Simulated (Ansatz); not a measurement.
Basis-set extrapolation for C₂H₇AlOSi (PBE0-D4/def2-TZVP geometry, frozen core, Ansatz). Multiplicity 1, RHF reference.

```tsv
	def2-TZVPP	def2-QZVPP
HF	-685.536730	-685.559583
MP2 correlation	-0.775112	-0.830237
CCSD(T) correlation	-0.861341	not run
```

Energies in hartree. Use E(X) = E(∞) + A·exp(−7.88·√X) for Hartree–Fock and E(X) = E(∞) + B·X^(−2.97) for correlation, with X = 3 and 4, and add CCSD(T) minus MP2 of the smaller set to the MP2 limit.

Question: What is the CCSD(T) energy at the basis-set limit?

Answer: HF limit: -685.559583 + (-0.022853) × 0.13774 = -685.56273. MP2 limit: -0.830237 + (-0.055125) × 0.74074 = -0.87107. Higher-order term: -0.861341 − (-0.775112) = -0.08623. Total: -686.52003 hartree, 320.2 kJ/mol below CCSD(T)/def2-TZVPP.
